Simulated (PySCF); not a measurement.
## Polarisability and C₆ of I⁻ (iodine, charge -1)

[Xe], closed-shell 1S. Calculation: PySCF 2.14, in def2-QZVPPD with the def2 core potential (28 electrons) (8s7p5d4f1g, 91 functions); a scalar-relativistic core potential. Coupled (time-dependent) response in atomic units; α is the mean over directions.

```csv
method,mean α (bohr³),C₆ (like pair),S(−4)
UHF,60.71,847.9,908.2
PBE,74.05,1079,1603
PBE0,67.59,963.8,1242
BP86,75.51,1100,1691
```

S(−4) is the Cauchy moment in α(ω) = α(0) + S(−4) ω² + …

α(iu) at BP86:

```tsv
u (hartree)	α(iu) (bohr³)
0	75.51
0.0500	71.62
0.100	62.76
0.200	44.61
0.300	31.97
0.500	18.35
0.750	10.82
1.00	7.213
1.50	3.994
2.00	2.622
3.00	1.446
5.00	0.6571
```

For an ion, C₆ is the dispersion term alone; charge-induced terms of lower order in 1/R come first.

Energies and moments cover only the electrons outside the core potential.
